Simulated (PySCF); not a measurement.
**Nuclear quadrupole coupling in `CBC[SiH3]`**

Species: C2H9BSi.
Cartesian coordinates in Å at the PBE0-D3(BJ)/def2-SVP level; atoms count from 1:
```
atom  x, y, z in Å
C1    -1.8766    0.2178    0.4721
B2    -0.8172   -0.3304   -0.5403
C3     0.5503   -0.9239   -0.1125
Si4    1.8000    0.5001   -0.0800
H5    -2.1538    1.2560    0.2187
H6    -2.8108   -0.3591    0.3400
H7    -1.5866    0.1717    1.5323
H8    -1.0611   -0.2389   -1.7287
H9     0.5563   -1.3443    0.9074
H10    0.9654   -1.6527   -0.8278
H11    1.3801    1.5487    0.8997
H12    3.1437   -0.0149    0.3261
H13    1.9226    1.1358   -1.4269
```

Field gradients from the PBE0/pcSseg-1 density (PySCF, non-relativistic), principal values in atomic units, ordered |Vxx| ≤ |Vyy| ≤ |Vzz|:

```json
{"atom": "B2", "Vxx": "-0.2703", "Vyy": "-0.3096", "Vzz": "0.5799"}
```

Task: Find the asymmetry η = (Vxx − Vyy)/Vzz and the couplings χ = eQV/h (234.96 MHz × Q in barn × V in au), with Q(11B) = 0.04059 b.

Result: 
```
atom             environment  nucleus     η  χzz (MHz)  χxx (MHz)  χyy (MHz)
  B2  three-coordinate boron      11B  0.07       5.53      -2.58      -2.95
```

The tensor is traceless: Vxx + Vyy + Vzz = 0.

Task: What is Vzz at B2 in SI units (1 au = 9.71736 × 10²¹ V/m²)?

Result: 0.5799 au = 5.635 × 10²¹ V/m².

Task: What couplings would deuterons (Q(2H) = 0.00286 b) have in place of the hydrogens, at this geometry?

Result: 
```
atom  bonded to  bond length (Å)  Vzz (au)     η  χzz (kHz)
  H5         C1            1.104    0.2941  0.02        198
  H6         C1            1.106    0.2919  0.02        196
  H7         C1            1.100    0.2981  0.02        200
  H8         B2            1.217    0.1934  0.10        130
  H9         C3            1.103    0.2959  0.03        199
 H10         C3            1.102    0.2974  0.03        200
 H11        Si4            1.495    0.1397  0.02         94
 H12        Si4            1.495    0.1400  0.01         94
 H13        Si4            1.494    0.1402  0.02         94
```

Geometry: PBE0-D3(BJ)/def2-SVP, one conformer, isolated molecule. The small basis limits the accuracy of the gradients.

These values come from a run that also computed NMR shieldings. Hardware: one thread of an Intel Xeon at 2.50 GHz (shared host). Cost: 33 s wall (with the writing of density and orbital grids), 0.58 GiB resident at most.
